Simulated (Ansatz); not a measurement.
A structure relaxed at PBE0-D4/def2-TZVP, charge 0, multiplicity 1:

```xyz
16

B    -1.380   -1.519   -0.457
N    -0.274   -0.688   -0.248
C     0.797   -1.109    0.543
C     1.916   -0.440    0.809
C    -0.203    0.646   -0.832
C    -0.561    1.743    0.155
H    -1.400   -2.594    0.066
H    -2.271   -1.129   -1.153
H     0.646   -2.101    0.952
H     2.670   -0.904    1.430
H     2.123    0.554    0.439
H    -0.894    0.667   -1.675
H     0.802    0.800   -1.236
H    -0.453    2.724   -0.314
H     0.080    1.715    1.038
H    -1.596    1.635    0.484
```

Give its formula and SMILES.

C4H10BN, `BN(C=C)CC`.

Point group (tolerance 0.08 Å, 0.16 Å for H)?

C1.

Summarise the bond lengths by kind.

1 × B–N 1.399 Å; 2 × B–H 1.195 Å; 2 × C–N 1.396 to 1.458 Å; 2 × C–C 1.330 to 1.518 Å; 8 × C–H 1.081 to 1.094 Å.

Program: Ansatz 0.2.0.
